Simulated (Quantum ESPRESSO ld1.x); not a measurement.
Question: Os LIX, 18 electrons, occupied as [Ar] (the NIST ground configuration). All-electron calculation, scalar-relativistic Kohn-Sham, relativistic LDA (MacDonald-Vosko exchange, VWN5 correlation), spin-unpolarised, spherical densities, point nucleus. Program: ld1.x of Quantum ESPRESSO 7.5. Some entries of the table are withheld. Estimate them.

orbital,occ.,eigenvalue (hartree),<1/r> (bohr^-1),r(max) (bohr)
1s,2,-2855.50,90.08,0.011
2s,2,-625.345,21.28,(1)
2p,6,-566.072,(2),(3)
3s,2,(4),8.493,0.172
3p,6,-226.589,(5),(6)

Answer: 
(1) 2s r(max) (bohr): 0.064
(2) 2p <1/r> (bohr^-1): 19.14
(3) 2p r(max) (bohr): 0.052
(4) 3s eigenvalue (hartree): -244.090
(5) 3p <1/r> (bohr^-1): 7.868
(6) 3p r(max) (bohr): 0.169
